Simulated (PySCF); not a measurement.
## Molecular orbitals of SrSn⁺

r²SCANh at R = 3.048 Å; PySCF, scalar-relativistic core potentials, basis sets Sr def2-SVPD with ECP28, Sn def2-SVPD with ECP28. State: ⁴Σ⁻ (quartet), unpaired electrons σ ↑, π ↑↑. Only the outer orbitals are listed, counted within each symmetry, core potentials removing the inner ones.

```tsv
spin	orbital	occ.	ε (eV)	on Sr (%)	main shells (%)
α	6σ	1	-15.70	6	94 Sn s
α	7σ	1	-9.36	38	57 Sn p, 27 Sr s, 8 Sr d
α	4π	1	-8.59	21	77 Sn p, 18 Sr d
α	4π	1	-8.59	21	77 Sn p, 18 Sr d
α	8σ	0	-6.48	90	64 Sr s, 16 Sr d, 10 Sn p
α	9σ	0	-5.41	88	57 Sr d, 30 Sr p, 10 Sn p
α	2δ	0	-5.36	99	99 Sr d
β	6σ	1	-13.58	6	94 Sn s
β	7σ	0	-6.55	61	54 Sr s, 36 Sn p
β	4π	0	-5.81	38	62 Sn p, 34 Sr d
β	4π	0	-5.81	38	62 Sn p, 34 Sr d
```

**Question.** Which are the highest filled and the lowest empty level, where do they sit, and how wide is the gap?

**Answer.** Highest filled α 4π at -8.59 eV (in %: 77 Sn p, 18 Sr d); lowest empty β 7σ at -6.55 eV (in %: 54 Sr s, 36 Sn p); the gap at r²SCANh is 2.04 eV.

The bond order (Mayer) is 1.27. The ⟨S²⟩ is 3.754 and the charge on Sr (Mulliken, basis-dependent) is 1.11. The charge on Sr (Löwdin, basis-dependent) is 0.84 and the dipole moment (positive dipole points towards Sn; it is taken about the centre of mass and depends on that origin) is -10.56 D.

Spin–orbit coupling is left out. The state was picked by a PBE0 search and need not be the measured ground state.
